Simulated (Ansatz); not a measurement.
AlBFH3OS (`[OH][AlH][S]BF`). Total charge 0; spin multiplicity 1.

Z-matrix (Å, degrees):
```
Al
S 1 2.280
B 1 2.549 2 42.0
O 1 1.689 2 117.9 3 103.4
F 1 2.035 2 75.5 3 1.1
H 1 1.567 2 119.4 3 -97.2
H 3 1.186 1 167.8 2 -174.0
H 4 0.955 1 125.0 2 -12.1
```

(1) What are the harmonic wavenumbers in cm⁻¹ at PBE0-D4/def2-TZVP (Ansatz, finite differences of forces, unscaled)? (Best estimate.)

(2) Is this a minimum?

(3) Give the ideal-gas thermochemistry at 298.15 K and 1 bar (rigid rotor, harmonic oscillator; point group C1, symmetry number 1).

Answers

(1) Ansatz gave: 134, 151, 218, 248, 310, 381, 488, 542, 589, 665, 816, 850, 869, 969, 1128, 1999, 2717, 3973.

(2) Yes, all 18 modes are real.

(3) Zero-point energy 102.0 kJ/mol; H(298) − E = 122.5 kJ/mol; entropy 340.2 J/(mol·K), of which translation 167.2, rotation 112.6, vibration 60.3; G(298) − E = 21.1 kJ/mol.
